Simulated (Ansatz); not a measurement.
Ansatz (a program for electronic structure) input:
A basis named .json is the Basis Set Exchange file of that set.

Ansatz 0.2 input:
```yaml
crystal:
  periodic: [false, false, false]
  atoms:
    - {symbol: B, position_ang: [0.11461501, -0.08116303, -0.00891888]}
    - {symbol: F, position_ang: [0.25029899, 1.31276599, 0.25946197]}
    - {symbol: N, position_ang: [1.10997189, -1.01132639, 0.02940076]}
    - {symbol: N, position_ang: [-1.29971577, -0.36781594, -0.36551211]}
    - {symbol: H, position_ang: [2.01701997, -0.59450603, 0.22860442]}
    - {symbol: H, position_ang: [-1.98898921, 0.18829659, 0.12152804]}
    - {symbol: H, position_ang: [-1.52558966, -1.34887286, -0.28791619]}
basis:
  gaussian:
    orbitals: aug-cc-pVQZ
    fitting: {mean_field: def2-universal-jkfit, correlation: aug-cc-pVQZ-RIFIT.json}
total_charge: -1
magnetization: {spin_polarized: false}
correlation: {method: mp2, electrons: outside_noble_gas}
```

Problem. What final total energy does it print?

Solution. -235.85255 Eh (RI-MP2/aug-cc-pVQZ). The basis has 458 functions.

It need not be the lowest isomer of its formula. Whether it binds its extra electron was not tested at this geometry.
